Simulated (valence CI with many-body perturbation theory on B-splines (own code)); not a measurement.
**K XIV in brief**

Level of theory: configuration interaction combined with many-body perturbation theory (CI+MBPT): four valence electrons over a frozen Dirac-Fock core [He], radial functions for each j: 11 s, 11 p, 9 d, 7 f, 5 g, 2 h, 1 i, with the one-electron correlation potential Σ1, the two-electron term Σ2, the three-electron term Σ3, Breit, model QED; selected CI, second order for the rest (own B-spline code, finite nucleus).

No measured levels were compared; by estimate levels of excited configurations hold to 0.05 to 0.15 % of their energy, terms of the ground configuration to about 0.5 %.

Rates and lifetimes use the calculated energies. Strong lines usually hold to 10 to 20 %, long lifetimes can be off by a factor of two.

(1) What is the ground level?

(2) Name the longest-lived excited levels whose lifetime is computed, and their main decay.

(3) How well does LS coupling describe the low levels?

(4) Where does the other parity begin?

(5) What is the ionisation energy?

Results:

(1) 2s²2p² ³P_0, composition 96 % 2s²2p² ³P + 2 % 2s²2p² ¹S.

(2) 2s²2p² ³P_1 at 13.24 × 10³ cm⁻¹ lives 24.4 ms, mostly by M1 to 2s²2p² ³P_0; 2s²2p² ³P_2 at 28.23 × 10³ cm⁻¹ lives 22.8 ms, mostly by M1 to 2s²2p² ³P_1; 2s²2p² ¹D_2 at 96.06 × 10³ cm⁻¹ lives 1.29 ms, mostly by M1 to 2s²2p² ³P_2.

(3) Among the lowest 20 levels the leading LS term, summed over configurations, holds 98 % on average. For single configurations the figures are 97 % in LS and 69 % in jj coupling. Terms mix most in the J = 2 level at 540.14 × 10³ cm⁻¹, where the leading one holds 95 %.

(4) At 2s2p³ ⁵S°_2, 250.55 × 10³ cm⁻¹.

(5) 786.82 eV; NIST lists 786.3 ± 0.3 eV (semi-empirical).
